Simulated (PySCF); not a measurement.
C6H4N2. Atoms are numbered in the order given.

```xyz
12

N     -0.0077     3.2073     0.0000
C     -0.0196     2.0332     0.0000
C     -0.0230     0.6008     0.0000
C     -1.2318    -0.1307     0.0000
C     -1.1628    -1.5268     0.0000
C      0.1023    -2.1394     0.0000
N      1.2587    -1.4560     0.0000
C      1.1978    -0.1216     0.0000
H     -2.1963     0.3973     0.0000
H     -2.0780    -2.1368     0.0000
H      0.1850    -3.2409     0.0000
H      2.1550     0.4283     0.0000
```
Charge 0, spin multiplicity 1.

Geometry optimised at PBE-D3(BJ)/def2-SVP.

Level of theory: SMD-ωB97X/def2-SVP in PySCF.

Solvation free energies are E(SMD) − E(gas) at the gas-phase geometry, for 1 M in both phases. In vacuum the dipole moment is 3.84 D.

Computed solvation free energies in water, methanol, diethylether:
```tsv
solvent	ΔG(solv) (kcal/mol)	its non-electrostatic (CDS) part	dipole (D)
water	-5.8	3.3	5.05
methanol	-6.9	1.9	5.02
diethylether	-6.8	-0.6	4.68
```
